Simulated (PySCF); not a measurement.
# Zn¹⁷⁺ (zinc, charge +17) across methods

[Ne] 3s2 3p1, 2P determinant. Calculation: PySCF 2.14, in an uncontracted even-tempered set (19 s from 1.2 bohr⁻², ratio 2.5; 12 p from 1.6 bohr⁻², ratio 2.5; 5 d from 7.8 bohr⁻², ratio 2.7; 4 f from 12 bohr⁻², ratio 2.7); scalar relativity by spin-free X2C-1e.

```tsv
method	E (hartree)	mean ε 3s α (eV)	mean ε 3s β (eV)	mean ε 3p α (eV)	Σ⟨r²⟩ (bohr²)	⟨S²⟩
r2SCANh	-1643.932	-644.58	-638.96	-598.61	1.506	0.752
LDA	-1640.822	-641.02	-637.03	-594.93	1.505	0.750
M06	-1644.023	-647.18	-641.45	-599.85	1.502	0.751
r2SCAN	-1643.931	-642.69	-637.46	-596.82	1.506	0.752
PBE0	-1643.768	-646.50	-640.96	-600.39	1.505	0.751
UHF	-1643.39273	-660.53	-650.99	-613.74	1.507	0.753
PBE	-1643.720	-641.41	-637.08	-595.59	1.504	0.751
```
